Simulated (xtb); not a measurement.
C2H3O, charge -1, singlet, at a GFN2-xTB geometry; GFN2-xTB (xtb).

Input for xtb:
```
$ xtb mol.xyz --gfn 2 --chrg -1 --hess --json

# file mol.xyz
6

O      1.14119970     0.27275617    -0.37828883
C      0.01399973     0.30902939     0.19007090
H     -0.19132679     1.20747699     0.86167798
C     -1.01879722    -0.56413534     0.13347947
H     -1.93523585    -0.39299447     0.68579554
H     -0.97425000    -1.46589618    -0.46246509
```

The log (banner, timings and long lists left out):

```
   ID    Z sym.   atoms
    1    8 O      1
    2    6 C      2, 4
    3    1 H      3, 5, 6

           -------------------------------------------------
          |                Calculation Setup                |
           -------------------------------------------------

           -------------------------------------------------
          |                 G F N 2 - x T B                 |
           -------------------------------------------------

          ...................................................
          :                      SETUP                      :
          :.................................................:
          :  # basis functions                  15          :
          :  # atomic orbitals                  15          :
          :  # shells                            9          :
          :  # electrons                        18          :
          :  max. iterations                   250          :
          :  Hamiltonian                  GFN2-xTB          :
          :  restarted?                      false          :
          :  GBSA solvation                  false          :
          :  PC potential                    false          :
          :  electronic temp.          300.0000000     K    :
          :  accuracy                    1.0000000          :
          :  -> integral cutoff          0.2500000E+02      :
          :  -> integral neglect         0.1000000E-07      :
          :  -> SCF convergence          0.1000000E-05 Eh   :
          :  -> wf. convergence          0.1000000E-03 e    :
          :  Broyden damping             0.4000000          :
          :  net charge                         -1          :
          :  unpaired electrons                  0          :
          ...................................................

 iter      E             dE          RMSdq      gap      omega  full diag
   1    -10.0737223 -0.100737E+02  0.546E+00    5.45       0.0  T
   2    -10.1318100 -0.580877E-01  0.207E+00    4.69       1.0  T
   3    -10.1330421 -0.123208E-02  0.130E+00    4.95       1.0  T
   4    -10.1335912 -0.549100E-03  0.577E-01    4.78       1.0  T
   5    -10.1344858 -0.894653E-03  0.103E-01    4.83       1.0  T
   6    -10.1344946 -0.877796E-05  0.571E-02    4.83       1.0  T
   7    -10.1344955 -0.926074E-06  0.297E-02    4.83       1.4  T
   8    -10.1344992 -0.365735E-05  0.272E-03    4.83      15.0  T
   9    -10.1344992 -0.821813E-08  0.142E-03    4.83      28.7  T
[...]
         :: total energy             -10.021300233687 Eh    ::
[...]
          :  symmetry                               cs      :
          :  rotational number                       1      :
          :  scaling factor                  1.0000000      :
          :  rotor cutoff                   50.0000000 cm⁻¹ :
          :  imag. cutoff                  -20.0000000 cm⁻¹ :
          :.................................................:

    mode    ω/cm⁻¹     T·S(HO)/kcal·mol⁻¹    T·S(FR)/kcal·mol⁻¹   T·S(vib)
   ------------------------------------------------------------------------
   ------------------------------------------------------------------------

   temp. (K)  partition function   enthalpy   heat capacity  entropy
                                   cal/mol     cal/K/mol   cal/K/mol   J/K/mol
 298.15  VIB   1.25                  403.839      4.464      1.806
         ROT  0.959E+04              888.752      2.981     21.200
         INT  0.120E+05             1292.591      7.444     23.006
         TR   0.273E+27             1481.254      4.968     37.189
         TOT                        2773.8452    12.4126    60.1945   251.8536

       T/K    H(0)-H(T)+PV         H(T)/Eh          T*S/Eh         G(T)/Eh
   ------------------------------------------------------------------------
    298.15    0.442040E-02    0.451603E-01    0.286003E-01    0.165600E-01
   ------------------------------------------------------------------------

         :::::::::::::::::::::::::::::::::::::::::::::::::::::
         ::                  THERMODYNAMIC                  ::
         :::::::::::::::::::::::::::::::::::::::::::::::::::::
         :: total free energy         -10.004740223084 Eh   ::
         ::.................................................::
         :: total energy              -10.021300233688 Eh   ::
         :: zero point energy           0.040739935511 Eh   ::
         :: G(RRHO) w/o ZPVE           -0.024179924908 Eh   ::
         :: G(RRHO) contrib.            0.016560010603 Eh   ::
         :::::::::::::::::::::::::::::::::::::::::::::::::::::

           -------------------------------------------------
          | TOTAL ENERGY              -10.021300233688 Eh   |
          | TOTAL ENTHALPY             -9.976139894426 Eh   |
          | TOTAL FREE ENERGY         -10.004740223084 Eh   |
          | GRADIENT NORM               0.000041059054 Eh/α |
          | HOMO-LUMO GAP               4.833488561376 eV   |
           -------------------------------------------------

normal termination of xtb
```
